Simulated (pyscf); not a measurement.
Structures and frequencies: ωB97X-D3(BJ)/def2-SVP in PySCF.

Question: PBE/def2-TZVP puts the barrier of Cl–CH₂–ZrH(Cl)–Cl → H₃C–Zr(Cl)(Cl)–Cl (concerted two-bond exchange; singlet surface; C–Cl, H–Zr broken, C–H, Cl–Zr formed) at 27.3 kJ/mol and the reaction energy at -249.5 kJ/mol, from the reactant's lowest minimum found. What do r²SCAN/def2-TZVP, B3LYP-D3(BJ)/def2-TZVP, ωB97M-D3(BJ)/def2-TZVP give on the same structures?

Answer: r²SCAN: ΔE‡ = 30.1 kJ/mol, ΔE = -257.7 kJ/mol; B3LYP-D3(BJ): ΔE‡ = 32.6 kJ/mol, ΔE = -255.6 kJ/mol; ωB97M-D3(BJ): ΔE‡ = 45.0 kJ/mol, ΔE = -249.4 kJ/mol. PBE's barrier lies under all of them, by 2.7 to 17.7 kJ/mol. Its reaction energy matches one of them and lies within 8.1 kJ/mol of the others. What is counted as formed (Cl–Zr) is already present as a longer contact in the reactant adduct; forming that adduct is a step of its own. Cl–CH₂–ZrH(Cl)–Cl is closed by a dative Cl–Zr contact. One saddle was located; it need not be the lowest between these sides. Elements past Kr carry the def2 core potentials, without spin-orbit coupling.
